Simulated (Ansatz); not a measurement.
Molecule: C5H9O, charge 0, multiplicity 2. It need not be the lowest isomer of its formula. 
Geometry from a B3LYP-D3(BJ)/def2-TZVP (Ansatz, an electronic-structure program) optimisation:
SMILES: [CH2]C(=O)CCC
```xyz
15

C      2.5775     0.6360    -0.5452
C      1.3859    -0.2012    -0.0909
C      0.0685     0.5504    -0.2131
C     -1.1465    -0.2491     0.2299
O     -1.0474    -1.4035     0.6479
C     -2.4316     0.3853     0.1475
H      2.6730     1.5472     0.0506
H      2.4765     0.9359    -1.5914
H      3.5105     0.0783    -0.4493
H      1.3267    -1.1219    -0.6753
H      1.5206    -0.5185     0.9453
H     -0.0965     0.8723    -1.2483
H      0.0976     1.4763     0.3737
H     -2.5462     1.3982    -0.2159
H     -3.3067    -0.1684     0.4584
```
Charge 0, spin multiplicity 2.

Total electronic energies in hartree. Correlated levels leave the core frozen unless marked. Open shells are spin-unrestricted. No spin-orbit coupling. No relativistic terms. CBS marks a two-point X^-3 extrapolation of the correlation energy; Hartree-Fock from the larger set. The bracket is a focal-point correction in the basis named.

The UHF reference is spin-contaminated (<S^2> 0.14 over the pure value in the largest basis). 

| level | program | energy (Eh) |
|---|---|---|
| HF/6-31G | Ansatz | -269.30021 |
| HF/cc-pVQZ | Ansatz | -269.52717 |
| RI-HF/cc-pVQZ | Ansatz | -269.52704 |
| SVWN5/def2-TZVPD | Ansatz | -268.84071 |
| PBE/def2-TZVPD | Ansatz | -270.87212 |
| revPBE/def2-TZVPD | Ansatz | -271.14210 |
| r2SCANh/def2-TZVPD | Ansatz | -271.05579 |
| HSE06/def2-TZVPD | Ansatz | -270.88633 |
| CAM-B3LYP-D3(BJ)/def2-TZVPD | Ansatz + dftd3 | -271.09411 |
| MP2/6-31G | Ansatz | -269.83205 |
| MP2/cc-pVTZ | Ansatz | -270.54630 |
| RI-MP2/cc-pVTZ | Ansatz | -270.54593 |
| CCSD/cc-pVTZ | Ansatz | -270.60780 |
| CCSD(T)/6-31G* | Ansatz | -270.29123 |
| RI-MP2/CBS(cc-pVTZ,cc-pVQZ)+[CCSD(T)-MP2]/cc-pVTZ | Ansatz | -270.7911 |

Totals of different functionals don't rank their quality; only differences between species are comparable.
